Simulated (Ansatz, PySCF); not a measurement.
Process, species as SMILES: N[SiH2] -> [NH][SiH3]
Geometries: B3LYP-D3(BJ)/def2-TZVP minima from Ansatz (a program for electronic structure), one conformer each, not searched for the lowest. Frequencies are from Ansatz or PySCF.

Wanted: isomerisation energy (0 K, with B3LYP-D3(BJ) harmonic zero-point energies), in kcal/mol. Correlated levels leave the core frozen unless marked. Open shells are spin-unrestricted. Spin-orbit coupling is left out. No relativistic terms. CBS(X,Y): correlation extrapolated as X^-3; Hartree-Fock from the larger set. The bracket is a focal-point correction in the basis named.

```tsv
level	program	isomerisation energy (kcal/mol)	minus last row
CAM-B3LYP-D3(BJ)/def2-TZVPD	Ansatz + dftd3	18.7	-0.7
PBE-QIDH/def2-TZVPD	Ansatz	20.5	1.1
MP2/6-31G	Ansatz	31.1	11.7
RI-MP2/CBS(aug-cc-pV(T+d)Z,aug-cc-pV(Q+d)Z)	Ansatz	24.4	5.0
SCS-MP2/cc-pV(D+d)Z	Ansatz	17.0	-2.4
CCSD/6-31G	Ansatz	27.2	7.8
CCSD(T)/6-31G	Ansatz	27.5	8.1
CCSD(T)/def2-TZVPPD	Ansatz	18.9	-0.5
RI-MP2/CBS(cc-pV(T+d)Z,cc-pV(Q+d)Z)+[CCSD(T)-MP2]/cc-pV(D+d)Z	Ansatz	19.5	0.1
RI-MP2/CBS(aug-cc-pV(T+d)Z,aug-cc-pV(Q+d)Z)+[CCSD(T)-MP2]/aug-cc-pV(T+d)Z	Ansatz	19.4	0.0
```
